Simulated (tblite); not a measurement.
C5H7NO2Si.
Cartesian coordinates in Å at the GFN2-xTB level; atoms count from 1:
```xyz
16
C5H7NO2Si angstrom
C     -2.304   -0.682   -0.577
C     -1.856    0.486   -0.162
C     -0.398    0.894   -0.227
C      0.049    1.062    1.206
O      0.875    0.357    1.708
O      0.386   -0.009   -0.907
Si     1.507   -1.069   -0.384
C      3.094   -0.237    0.158
N      4.070    0.281    0.461
H     -3.348   -0.939   -0.520
H     -1.641   -1.415   -1.004
H     -2.509    1.236    0.261
H     -0.329    1.874   -0.729
H     -0.469    1.858    1.764
H      1.093   -2.029    0.633
H      1.773   -1.661   -1.693
```

Method: GFN2-xTB as coded in tblite; computed harmonic values from a numerical Hessian at the method's own geometry, unscaled. Errors from tens to a few hundred cm⁻¹ against measured bands are possible. Modes of hydrogen on silicon can be 10 to 20 % off. One conformer, not necessarily the lowest.

Harmonic wavenumbers (cm⁻¹): 38.4, 54.4, 89.1, 112.1, 167.2, 171.2, 259.9, 292.1, 318.2, 345.6, 390.2, 537.5, 553.6, 588.0, 604.7, 636.8, 722.4, 761.4, 785.1, 810.4, 866.2, 896.7, 953.5, 974.9, 1018.3, 1033.3, 1149.2, 1201.4, 1266.4, 1273.6, 1323.7, 1387.1, 1704.2, 1785.0, 2273.9, 2297.9, 2364.1, 2827.0, 2835.2, 3071.1, 3112.9, 3142.7.

A = 2881, B = 941.8, C = 797.0 MHz; mass 141.025 u (most abundant isotopes); point group C1, symmetry number 1.

Problem. What is the zero-point energy?

Solution. ½Σν̃ = 23498 cm⁻¹ = 67.19 kcal/mol.

Problem. Give the ideal-gas entropy at 350 K and 1 bar in the rigid-rotor, harmonic-oscillator model (classical rotation).

Solution. Translation 41.57, rotation 29.86, vibration 38.08: S = 109.5 cal/(mol K).

Problem. And Cp and H(350 K) − H(0)?

Solution. Cp = 43.99 cal/(mol K), of which vibrations give 36.04 (their classical limit is 42 R = 83.5); H(350 K) − H(0) = 9.50 kcal/mol without the zero-point energy, 6.72 from vibrations.

Problem. Blend soft modes into free rotors: weight 1/[1 + (100 cm⁻¹/ν̃)⁴] for the oscillator and the rest for a rotor with moment μB/(μ + B), μ = h/(8π²ν), B = 10⁻⁴⁴ kg m². What vibrational entropy results?

Solution. 34.37 cal/(mol K) in place of 38.08, which changes −T·S at 350 K by +1.30 kcal/mol.

Problem. How do the functions run with temperature in this model?

Solution. 
| T (K) | S (cal/(mol K)) | Cp (cal/(mol K)) | H − H(0) (kcal/mol) | G − H(0) (kcal/mol) | ln q(vib) |
| --- | --- | --- | --- | --- | --- |
| 50 | 60.3 | 14.3 | 0.54 | -2.48 | 0.77 |
| 100 | 72.0 | 20.0 | 1.40 | -5.80 | 2.26 |
| 298.15 | 102.8 | 39.5 | 7.34 | -23.32 | 8.06 |
| 373.15 | 112.4 | 45.8 | 10.54 | -31.39 | 10.14 |
| 500 | 127.0 | 54.4 | 16.92 | -46.60 | 13.53 |
| 750 | 151.4 | 65.7 | 32.05 | -81.52 | 19.70 |
| 1000 | 171.4 | 73.0 | 49.46 | -121.95 | 25.22 |

q(vib) and H(0) count from the zero-point level.

Problem. Which modes carry the vibrational entropy at 350 K?

Solution. 38.4 cm⁻¹: 5.66; 54.4 cm⁻¹: 4.97; 89.1 cm⁻¹: 3.99; 112.1 cm⁻¹: 3.54; 167.2 cm⁻¹: 2.77; 171.2 cm⁻¹: 2.73 cal/(mol K); the other 36 give 14.42 together.

Hindered rotation and anharmonicity are outside this model. Other conformers, if any are populated, would add a mixing term that is left out. The structure is chiral; the term R ln 2 for an equal mix with its mirror image is left out.
